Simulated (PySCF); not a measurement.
**How the method changes the constants of InTe**

State: ²Π (doublet), unpaired electrons π ↑. Set-up: PySCF, scalar-relativistic core potentials, basis sets In cc-pVDZ-PP with ECP28, Te cc-pVDZ-PP with ECP28. De refers to In + Te in their high-spin ground configurations, without counterpoise correction. The functionals are run spin-unrestricted. A positive dipole means In(−)Te(+).

| Level | Re (Å) | ωe (cm⁻¹) | De (eV) | μ (D) | CPU s a point (SCF and correlation, without the integrals) |
| --- | --- | --- | --- | --- | --- |
| UHF | 2.893 | 157 | 1.53 | -3.20 | 0.097 |
| UHF-MP2 | 2.863 | 165 | 2.30 | n/a | 0.16 |
| UHF-SCS-MP2 | 2.876 | 162 | 2.22 | n/a | n/a |
| UHF-CCSD | 2.876 | 162 | 2.18 | n/a | n/a |
| UHF-CCSD(T) | 2.877 | 162 | 2.26 | n/a | 3.5 |
| PBE | 2.885 | 156 | 2.78 | -2.47 | 0.41 |
| PBEsol | 2.850 | 162 | 2.96 | -2.30 | 0.3 |
| PW91 | 2.881 | 157 | 2.81 | -2.45 | 0.31 |
| r²SCAN | 2.859 | 162 | 2.67 | -2.51 | 0.54 |
| PBE0 | 2.859 | 162 | 2.64 | -2.68 | 0.78 |
| r²SCAN0 | 2.844 | 165 | 2.56 | -2.65 | 0.59 |
| ωB97X | 2.841 | 166 | 2.76 | -2.71 | 0.7 |

Problem. Which functional lies closest to UHF-CCSD(T) in De, which farthest, and by how much do they differ from it?

Solution. Closest is r²SCAN0 (-3.3 pm in Re, +1.9 % in ωe, +0.30 eV in De against UHF-CCSD(T) in the same basis), farthest PBEsol (-2.7 pm in Re, +0.0 % in ωe, +0.70 eV in De). CCSD(T) converges more slowly with the basis than the functionals do and binds too weakly in this one, so the order can change at the basis-set limit.

Problem. What does a quarter of exact exchange do here, going from PBE to PBE0?

Solution. PBE0 less PBE: -2.6 pm in Re, +3.8 % in ωe, -0.14 eV in De. Exact exchange removes part of the self-interaction that spreads semilocal densities, and in most molecules shortens and stiffens the bond and lowers De; so it does here.

Problem. What does the step from GGA to meta-GGA do here, going from PBE to r²SCAN?

Solution. r²SCAN less PBE: -2.6 pm in Re, +3.8 % in ωe, -0.11 eV in De. 

Correlated steps freeze 8 core orbitals. Correlated levels converge slowly with the basis: in double zeta they bind strong bonds too weakly, by up to about 1 eV, and carry superposition errors of some tenths. These are scalar-relativistic numbers at best; spin–orbit coupling would shift them, the dissociation energy most. The state is the lowest determinant that a PBE0 search found; another state may lie lower at other levels.

The whole job (state search and all levels along the bond) took about 1.6 min on 1 thread of Intel Xeon Platinum 8375C @ 2.90GHz (shared host), peak memory 0.52 GiB.
